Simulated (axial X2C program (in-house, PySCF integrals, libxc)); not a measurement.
# Worked dissociation energy of SnTe: CCSD, scalar-relativistic

Computed with an in-house relativistic program for diatomic molecules. Spin-free means the one-electron spin-free X2C Hamiltonian. Basis: Te dyall-cv3z [11s12p8d4f1g], Sn dyall-cv3z [11s12p9d4f1g] (cores contracted in-house); Gaussian nuclei, density fitting, unrestricted open shells. Masses: Te 129.906 u, Sn 119.902 u.

Molecular state: M_S = 0, Λ = 0 (closed shell).

Correlated methods: 10 electrons correlated (number of frozen shells: Te 4 s, 3 p, 2 d; Sn 4 s, 3 p, 2 d), 308 virtual spin orbitals or spinors in MP2, 90 natural virtuals in coupled cluster.

- E(Te) (2M_S = 2, M_L = 0): -6791.052625 hartree
- E(Sn) (2M_S = 2, M_L = 0): -6173.890008 hartree
- E(SnTe) at Re: -12965.073525 hartree
- ωe: 266.3 cm⁻¹
- ωexe: 0.358 cm⁻¹

**Question.** Work out De and D0.

**Answer.** De = -6791.052625 + (-6173.890008) − (-12965.073525) = 0.13089 hartree = 3.562 eV. The zero-point energy is ωe/2 − ωexe/4 = 133 cm⁻¹ = 0.016 eV, so D0 = 3.545 eV.

One determinant describes the state; a PBE0 search over occupations chose it and may have missed a lower one. The closed shell is kept restricted, so the energy runs too high when the bond is stretched far. Dissociation energies refer to the lowest single-determinant-based atoms at the same level and basis. CCSD ran in a truncated set of natural virtual spinors with an MP2 remainder; without triples it tends to underbind. The T1 diagnostic is large, a sign of multireference character. With the outer-core shells frozen, correlated bond lengths of heavy atoms tend to come out a few hundredths of an ångström too long. Spin-free De lacks the spin–orbit lowering of the heavy p-block atom, a tenth of an eV or more for 4p and 5p, up to an eV for 6p and one to two eV for 7p atoms, less what an open-shell molecule gains itself.

Each atomic determinant is the lowest at this level and need not be a pure term. Totals compare only within one Hamiltonian and basis.
